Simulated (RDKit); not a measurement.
RDKit input (MMFF94):

```python
from rdkit import Chem
from rdkit.Chem import AllChem, rdDetermineBonds

mol = Chem.MolFromXYZFile('mol.xyz')
rdDetermineBonds.DetermineBonds(mol, charge=-1)
print('SMILES', Chem.MolToSmiles(Chem.RemoveHs(mol)))
ff = AllChem.MMFFGetMoleculeForceField(mol, AllChem.MMFFGetMoleculeProperties(mol))
e0 = ff.CalcEnergy()
flag = ff.Minimize(maxIts=5000, forceTol=1e-5)
print(f'energy {e0:.4f} -> {ff.CalcEnergy():.4f} kcal/mol, converged: {flag == 0}')
print(Chem.MolToXYZBlock(mol))
```
mol.xyz:
```
14

C     -0.75161000     1.77113100    -1.08274700
Si    -0.38886200     0.26377900    -0.26371100
C     -1.91463300    -0.84224800    -0.00461900
P      1.16096000    -1.42223600    -0.94005600
P      0.43002000     0.75639000     1.83415600
H     -1.46878000     1.76354900    -1.90276500
H      0.00940100     2.54194100    -1.17690900
H     -2.32999400    -1.13166200    -0.97478600
H     -2.68356800    -0.29510700     0.54461000
H     -1.66974200    -1.75605900     0.54172200
H      0.73039300    -1.47127400    -2.29740900
H      2.21105700    -0.50942000    -1.22749300
H      1.48329100    -0.20080800     1.93097300
H      1.29475800     1.78033300     1.36669700
```

Output:

```
SMILES [CH2-][Si](C)(P)P
energy -19.6745 -> -32.2054 kcal/mol, converged: True
14

C     -0.669891    1.561500   -1.268281
Si    -0.364232    0.154065   -0.182529
C     -1.830666   -0.927391    0.065834
P      1.292930   -1.014104   -1.072571
P      0.342595    0.933186    1.764354
H     -1.574032    1.594722   -1.861031
H      0.035187    2.381180   -1.305780
H     -2.189104   -1.340395   -0.882771
H     -2.663408   -0.376153    0.514775
H     -1.604879   -1.771898    0.725148
H      0.757693   -1.130108   -2.376321
H      2.141105    0.073709   -1.383363
H      0.834426   -0.287971    2.281110
H      1.604966    1.397967    1.329089
```

The dipole moment of an ion depends on the origin.

The geometry given is a B3LYP-D3(BJ)/def2-TZVP minimum.
